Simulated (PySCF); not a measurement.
# Dipole response of Bi⁺ (bismuth, charge +1)

[Xe] 4f14 5d10 6s2 6p2, high-spin 3P determinant. All numbers are calculated (PySCF 2.14, scalar relativity through the core potential, in aug-cc-pVQZ-PP with one added diffuse shell each of s, p, d, f, g type with ECP60MDF (8s8p6d4f3g, 117 functions)). Coupled (time-dependent) response in atomic units; α is the mean over directions.

| method | mean α (bohr³) | α xx, yy, zz | C₆ (like pair) | S(−4) |
| --- | --- | --- | --- | --- |
| LC-wPBE | 26.69 | 23.15, 28.47, 28.47 | 245.5 | 177.8 |

S(−4) is the Cauchy moment in α(ω) = α(0) + S(−4) ω² + …

Spin-orbit coupling is absent.

α(iu) at LC-wPBE:

| u (hartree) | α(iu) (bohr³) |
| --- | --- |
| 0 | 26.69 |
| 0.0500 | 26.26 |
| 0.100 | 25.06 |
| 0.200 | 21.39 |
| 0.300 | 17.52 |
| 0.500 | 11.76 |
| 0.750 | 7.792 |
| 1.00 | 5.648 |
| 1.50 | 3.499 |
| 2.00 | 2.437 |
| 3.00 | 1.392 |
| 5.00 | 0.6195 |

For an ion, C₆ is the dispersion term alone; charge-induced terms of lower order in 1/R come first.

The components differ because the open shell of this determinant is not spherical; for a pure term their mean is the scalar polarisability.

Energies and moments cover only the electrons outside the core potential. Spin-orbit coupling is strong in this species (close to jj coupling), so the high-spin LS determinant is a model state, not a physical level.
